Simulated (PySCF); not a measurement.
CH11NSi4, SMILES N[SiH2][SiH]1[SiH2]C[SiH2]1.

The structure is a stationary point at PBE-D3(BJ)/def2-SVP. This is a generated structure with no PubChem entry under its InChIKey; it may be hypothetical. Other conformers were not sampled.

The numbers are results of CAM-B3LYP/def2-TZVP (PySCF), not measurements.

Gas-phase values at a fixed geometry.

Computed frontier levels, gap, dipole moment:
```
Property                                                                                                        Result
---------------------------------------------------------------------------------------------  -----------------------
highest occupied level                                                                                        -8.32 eV
lowest empty level                                                                                             0.35 eV
orbital gap                                                                                                    8.68 eV
dipole moment                                                                                                   1.05 D
quadrupole, principal values (traceless, Buckingham form, about the centre of nuclear charge)  -7.61, -3.36, 10.97 D·Å
```
